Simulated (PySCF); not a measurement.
SMILES N#Cc1ccc([SiH3])cc1 (C7H7NSi) at its GFN2-xTB optimised geometry (Å):

```
16

N      3.8588     0.0321    -0.0005
C      2.7122     0.0218    -0.0002
C      1.2990     0.0090    -0.0002
C      0.6109    -1.2044     0.0000
C     -0.7697    -1.2044     0.0000
C     -1.4973    -0.0167     0.0000
Si    -3.3881    -0.0115    -0.0168
C     -0.7907     1.1848     0.0000
C      0.5888     1.2105    -0.0001
H      1.1648    -2.1322     0.0005
H     -1.2963    -2.1481     0.0009
H     -3.8392     0.4614    -1.3276
H     -3.8579     0.8954     1.0320
H     -3.8588    -1.3744     0.2280
H     -1.3357     2.1181     0.0009
H      1.1260     2.1481     0.0004
```

Calculation: PBE/def2-TZVP run with PySCF 2.14.0.

Map of the electron localisation function on the plane z = 0.6 Å:

```
|                             |
|                             |
|                             |
|                             |
|                             |
|                             |
|          :-    :-.          |
|         =@@+  .%@%:         |
|    ..   *@@#  -@@@=         |
|   -##=  +@@#:.+@@%.         |
|  -%@@@: .*%#+**%%=   ....   |
|  +@@@@*  -*+#%**+. .---==:  |
|  +@@@@*::=##*#*#*::=***##+. |
|  :#@@=-+#*##-.=%#+**###%%#- |
|   -+:  #%*++. :*+*%*###@@%= |
|   :+=..*#*##-.=%#+**###%%#- |
|  -#@@@+::=##*#*#*::=*++**+. |
| .#@@@@#  :*+#%*++.  -----.  |
| .%@@@@%  *%#+**#%+   ...    |
|  *@@@@- :@@%-.=@@@:         |
|   #@@#  =@@%. -@@@+         |
|    .:   :%@*  .#@%:         |
|          :-.   .-.          |
|                             |
|                             |
|                             |
|                             |
|                             |
|                             |
```
Scale: ten equal steps from 0.000 (start of ' ') to 1.000 (end of '@'), in the order ' .:-=+*#%@'; x runs from -6.00 to 6.00, y from -6.00 (bottom) to 6.00 (top).
